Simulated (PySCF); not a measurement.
TiBr at TPSS

Level: TPSS. basis Ti def2-TZVPPD, Br def2-TZVPPD; no relativity; PySCF 2.14.

```
state                                            : quartet, unpaired electrons σ ↑, π ↑, δ ↑, a mixture of terms (⟨Lz²⟩ = 4.8)
bond length                                      : 2.411 Å
harmonic wavenumber                              : 304 cm⁻¹
force constant                                   : 1.63 mdyn/Å
rotational constant Be                           : 0.09727 cm⁻¹
anharmonicity ωexe                               : 0.908 cm⁻¹
vibration–rotation constant αe                   : 0.000407 cm⁻¹
bond order (Mayer)                               : 1.23
dipole moment (positive dipole means Ti(−)Br(+)) : -3.77 D
```

De is left out where the level can put another filling of the metal’s s and d shells below the measured ground configuration, by anything from nothing to about 1 eV. Spin–orbit coupling is left out. The state is the lowest single determinant that the PBE0 search found; with open d or f shells the true ground state can be another one.
